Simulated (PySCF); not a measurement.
Gas-phase reaction: H2 + 3 GaOH = Ga(OH)3 + 2 GaH

Computed with PySCF (xtb for GFN2) and rigid-rotor harmonic-oscillator thermochemistry at 1 bar. † marks an energy on the PBE0/def2-TZVP geometry and frequencies; other levels use their own. MP2 and CCSD(T) freeze the core. 6-31G* has spherical d functions here. All species are closed-shell singlets. B3LYP is the form with VWN-RPA correlation. Ga: all electrons, no relativistic terms. GaOH, Ga(OH)3, GaH: computed as isolated molecules; such fragments, hydroxides, amides, oligomers or adducts are transient or little studied in the gas. MP2 isn't extrapolated to the basis-set limit. CCSD(T) isn't extrapolated to the basis-set limit. Warning, point group unlike the PBE0 one: GaOH (GFN2-xTB).

| level | ΔH°(298 K), kJ |
|---|---|
| B3LYP/6-31G* | [?] |
| B3LYP/def2-TZVP† | 166 |
| CCSD(T)/def2-TZVPP† | [?] |
| GFN2-xTB | [?] |
| HF/6-31G* | [?] |
| HF/def2-TZVP† | 103 |
| MP2/def2-TZVPP† | 127 |
| PBE0/def2-QZVP† | 139 |
| r2SCAN/def2-TZVP† | 142 |
| LDA/def2-TZVP† | 141 |

Q: Complete the blanks.

A: 
- B3LYP/6-31G*, ΔH°(298 K), kJ: 166
- CCSD(T)/def2-TZVPP†, ΔH°(298 K), kJ: 119
- GFN2-xTB, ΔH°(298 K), kJ: 361
- HF/6-31G*, ΔH°(298 K), kJ: 98
